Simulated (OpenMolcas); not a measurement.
A calculation on Cl+.

```json
{
 "Program": "OpenMolcas 26.06",
 "Method": "XMS-CASPT2, IPEA 0.25 Eh, imaginary shift 0.1 Eh (closed shells correlated: 2s 2p 3s)",
 "Basis": "ANO-RCC-VTZP [5s4p2d1f]",
 "Scalar Hamiltonian": "DKH2, point nucleus",
 "Active space": "4 electrons in 3 orbitals (3p)",
 "State averaging": "2S+1 = 3 even, 3 roots; 2S+1 = 1 even, 6 roots",
 "Spin-orbit coupling": "RASSI with atomic mean-field integrals over the reference wave functions, term energies averaged over their components"
}
```

Question: Which level of the active space comes out lowest?

Answer: 3s² 3p⁴ ³P₂, with 100 % of that term; it is also the measured ground level.

Question: How high does 3s² 3p⁴ ¹D₂ lie?

Answer: 1.516 eV above the lowest level; measured 1.4449 eV above the ground level, so the calculation is off by +5 %.

Question: How high does 3s² 3p⁴ ³P₀ lie?

Answer: 0.1164 eV above the lowest level; measured 0.1235 eV above the ground level, so the calculation is off by -6 %.

Question: How high does 3s² 3p⁴ ³P₁ lie?

Answer: 0.0806 eV above the lowest level; measured 0.0863 eV above the ground level, so the calculation is off by -7 %.

Measured values: NIST Handbook of Basic Atomic Spectroscopic Data.

CASPT2 breaks the degeneracy within a term, and the mean is taken; among the terms shown or strongly mixed into the levels shown the widest spread is 1500 cm-1 (3s² 3p⁴ ¹D). With the s shell closed, the reference lacks s² → p² mixing. Measured partners are found by configuration, term and J. A level has none where our copy of the source lacks it or the pairing is in doubt (some pairs that miss far off the trend of their configuration count as doubtful), and it then counts in no deviation. Levels of configurations outside the active space are missing.
